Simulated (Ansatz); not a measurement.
FGeH (SMILES [F][GeH]) moved off its minimum; all values from Ansatz (an electronic-structure program), cores frozen in correlated methods.
(charge 0, multiplicity 1)
```xyz
3

Ge    -0.0619    -0.2431     0.3038
H     -0.9602    -1.0403    -0.8521
F      0.5028     0.9569    -0.8775
```

Forces at r2SCAN/def2-TZVPP (eV/Å):

```
atom      Fx      Fy      Fz
----  ------  ------  ------
Ge1   -0.241   0.015  -0.936
H2     0.328   0.244   0.550
F3    -0.087  -0.259   0.385
```

Question: Give the forces (eV/Å), the total energy and the dipole at CCSD(T)/aug-cc-pVTZ.

Answer: 
| atom | Fx | Fy | Fz |
|---|---|---|---|
| Ge1 | -0.300 | -0.093 | -0.857 |
| H2 | 0.320 | 0.227 | 0.567 |
| F3 | -0.020 | -0.134 | 0.290 |
Energy -2175.8604 hartree, dipole 2.05 D.

Doubts at one or more of the structures used: a restricted determinant that unrestricted orbitals would lower (CCSD(T)/aug-cc-pVTZ).
